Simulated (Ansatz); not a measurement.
Mulliken charges of CH4ClFO2Sn (`C[O][Sn]([OH])([F])[Cl]`) from r2SCAN/def2-TZVPP in Ansatz (PBE0-D4/def2-TZVP geometry).

```csv
atom,x (Å),y (Å),z (Å),charge (e)
C1,0.480,-1.392,-0.976,0.002
O2,-0.405,-0.316,-0.714,-0.517
Sn3,-0.148,0.859,0.797,1.400
O4,-1.523,2.208,0.753,-0.520
F5,1.559,1.680,0.626,-0.457
Cl6,-0.115,-0.226,2.809,-0.328
H7,0.105,-1.909,-1.862,0.064
H8,1.497,-1.043,-1.182,0.077
H9,0.512,-2.108,-0.148,0.067
H10,-1.961,2.249,-0.103,0.212
```

Problem. By hand: the dipole of these point charges (1 e Å = 4.8032 D).

Solution. Σ q r = (-0.139, -0.346, -0.358) e Å, of length 0.517 e Å = 2.48 D.

Problem. How does the dipole of the full density compare? (Estimate.)

Solution. Computed: (-0.188, -0.305, -0.367) e Å, 2.46 D; the point charges give 1.01 times that, at 7° from its direction.

Point charges leave out the atoms' own dipoles, such as those of lone pairs, and Mulliken's split depends on the basis, so the close match here is no proof of good charges.
